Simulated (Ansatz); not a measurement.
Species: C$_{2}$H$_{6}$Si$_{2}$, SMILES `[SiH2]=CC=[SiH2]` (Si–C–C–Si torsion 180°) (charge 0, multiplicity 1).

### Question
Give a relaxed geometry from B3LYP-D3(BJ)/def2-TZVP run with Ansatz (an electronic-structure program).

### Answer
One answer among several that fit: the end point of this relaxation, one of several conformers (outside a Z-matrix the atoms follow the SMILES, hydrogens last).
Z-matrix (Å, degrees):
```
C
H 1 1.0878
C 1 1.4226 2 117.15
H 3 1.0878 1 117.15 2 179.86
Si 3 1.7336 4 116.01 1 -179.99
Si 1 1.7336 2 116.01 3 -179.98
H 5 1.4708 3 121.33 4 0.04
H 6 1.4708 1 121.33 2 0.09
H 5 1.4727 7 116.87 3 180.00
H 6 1.4727 8 116.87 1 -180.00
```
